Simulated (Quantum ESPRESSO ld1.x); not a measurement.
Task: Coherent X-ray form factor from a spherical all-electron density. Method: Dirac Kohn-Sham, PBE, spin-unpolarised, spherical densities, point nucleus; computed with ld1.x of Quantum ESPRESSO 7.5.

sin(theta)/lambda (1/angstrom)  f0 (electrons)
0.05                                    32.446
0.1                                     30.976
0.15                                    29.020
0.2                                     26.974
0.25                                    25.054
0.3                                     23.320
0.4                                     20.297
0.5                                     17.634
0.6                                     15.236
0.8                                     11.370
1                                        8.833
1.25                                     7.049
1.5                                      6.069
2                                        4.778

The species is in the configuration that NIST lists as its ground one. Which atom or ion scatters so?

Result: The selenium ion Se+, [Ar] 3d10 4s2 4p3. Extrapolating in s^2 from the first two rows gives f0(0) = 32.9, near the electron count 33; among species with that count, the fall with angle is slower the higher Z, and the table is that of Z = 34; from so few rows the species is fixed only to a neighbour or two.
